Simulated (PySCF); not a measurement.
A calculated (r2SCAN, PySCF 2.14, x2c-TZVPPall with one added diffuse shell each of s, p, d, f type, the spin-free X2C one-electron Hamiltonian (Gaussian nucleus)) atom or ion has these occupied shells.

```json
{"shell": "1s α", "electrons": "1", "orbital energy (eV)": "-4894.4", "rms radius, mean of both spins (bohr)": "0.0805"}
{"shell": "1s β", "electrons": "1", "orbital energy (eV)": "-4894.3", "rms radius, mean of both spins (bohr)": "0.0805"}
{"shell": "2s α", "electrons": "1", "orbital energy (eV)": "-552.59", "rms radius, mean of both spins (bohr)": "0.352"}
{"shell": "2s β", "electrons": "1", "orbital energy (eV)": "-551.88", "rms radius, mean of both spins (bohr)": "0.352"}
{"shell": "2p α", "electrons": "3", "orbital energy (eV)": "-457.43", "rms radius, mean of both spins (bohr)": "0.322"}
{"shell": "2p β", "electrons": "3", "orbital energy (eV)": "-456.85", "rms radius, mean of both spins (bohr)": "0.322"}
{"shell": "3s α", "electrons": "1", "orbital energy (eV)": "-73.690", "rms radius, mean of both spins (bohr)": "1.08"}
{"shell": "3s β", "electrons": "1", "orbital energy (eV)": "-71.679", "rms radius, mean of both spins (bohr)": "1.08"}
{"shell": "3p α", "electrons": "3", "orbital energy (eV)": "-48.973", "rms radius, mean of both spins (bohr)": "1.18"}
{"shell": "3p β", "electrons": "3", "orbital energy (eV)": "-46.843", "rms radius, mean of both spins (bohr)": "1.18"}
{"shell": "3d α", "electrons": "2", "orbital energy (eV)": "-13.927", "rms radius, mean of both spins (bohr)": "1.67"}
{"shell": "4p α", "electrons": "1", "orbital energy (eV)": "-7.815", "rms radius, mean of both spins (bohr)": "4.08"}
```

Problem. Name the element and its charge.

Solution. Ti⁺ (titanium, charge +1), in [Ar] 3d2 4p1, one real determinant (an excited configuration).
